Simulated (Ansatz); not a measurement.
`BOC(O)[SiH3]` → `OCOB[SiH3]`  (isomerisation)

Isolated molecules relaxed with PBE0-D4/def2-TZVP in Ansatz; ΔE leaves out vibrations. CBS: MP2 limit from def2 TZ/QZ plus the TZ coupled-cluster correction, frozen cores. Functionals use def2-TZVPP. B3LYP here is the variant with VWN-RPA as its local correlation; programs differ in this. Each species was taken in one conformer, which may not be the lowest.

| species | B3LYP energy (Eh) |
| --- | --- |
| `BOC(O)[SiH3]` | -507.24686 |
| `OCOB[SiH3]` | -507.24901 |

Work out ΔE.

ΔE = (-507.24901) − (-507.24686) = -0.00215 Eh = -1.3 kcal/mol. CCSD(T)/CBS gives -1.8 kcal/mol.

Largest T1 diagnostic among the species: 0.014.

Leaving LDA and LC-ωPBE aside and taking each functional with its dispersion term where it has one, the values, not all of them listed here, spread over 3.0 kcal/mol, from B97M-V to CAM-B3LYP-D4. At CCSD(T), def2-SVP lies −1.7 kcal/mol from the extrapolated value and def2-TZVPP −0.5 kcal/mol.
